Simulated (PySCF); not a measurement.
Compound: BH₇P₂Si.
Z-matrix (Å and degrees, PBE0-D3(BJ)/def2-SVP geometry), rows numbered from 1:
```
B 
P   1  1.8489
Si  2  2.2444  1  108.44
P   3  2.2673  2  105.24  1    50.22
H   1  1.2062  2  119.83  3   144.41
H   1  1.2068  2  118.62  3   -43.68
H   2  1.4197  1  107.68  3  -114.12
H   3  1.4943  2  108.38  1   172.06
H   3  1.4946  2  112.65  1   -68.40
H   4  1.4303  3   92.72  2    63.06
H   4  1.4312  3   92.87  2   156.60
```

Method used: delta-SCF UKS SCAN, pcX-2 on the ionised atom, pcseg-1 elsewhere, spin-free X2C in PySCF 2.14.0. These are vertical core ionisation energies against the vacuum level, from separate self-consistent calculations with and without the core hole.

Some binding energies are withheld.

| atom(s) | bonded to | level | binding energy (eV) |
| --- | --- | --- | --- |
| Si3 | 2 H and 2 P | Si 1s | ? |
| Si3 | 2 H and 2 P | Si 2p3/2 | 106.89 |
| P2 | H, B and Si | P 1s | ? |
| P4 | 2 H and Si | P 1s | 2150.02 |
| P2 | H, B and Si | P 2p3/2 | 136.04 |
| P4 | 2 H and Si | P 2p3/2 | ? |

(1) Fill in Si 1s for Si3.

(2) Fill in P 2p3/2 for P4.

(3) Fill in P 1s for P2.

## Answers

(1) 1846.67 eV (SiH2 silicon).

(2) 136.49 eV (three-coordinate phosphorus), with 2p1/2 at 137.38 eV. The other listed P 2p3/2 value is that of P2; the shift against it is +0.45 eV.

(3) 2149.50 eV (three-coordinate phosphorus). The other listed P 1s value is that of P4; the shift against it is -0.52 eV.

The listed P 1s values span 0.52 eV, from P2 (bonded to H, B and Si) to P4 (bonded to 2 H and Si).

Task: Express the binding energy of P 1s of P2 in atomic units and per mole.

Result: 2149.50 eV = 78.9927 Eh = 207395 kJ/mol.

Not every level is listed. For 2p shells one spin-free hole was relaxed; a mean-field spin–orbit operator and the ground-state splitting of the three 2p orbitals were then diagonalised within the shell. The shell's mean is (2 × 2p3/2 + 2p1/2)/3, and the degeneracies 2j + 1 give areas of 2:1. 2p1/2 minus 2p3/2 (ligand field included): Si 0.62 eV, P 0.89 eV. No level of boron is listed. The structure is a single PBE0-D3(BJ)/def2-SVP conformer in the gas phase; no vibrational or solvent corrections.

The run took 39 s on one thread, Arm Neoverse V1 (shared host).
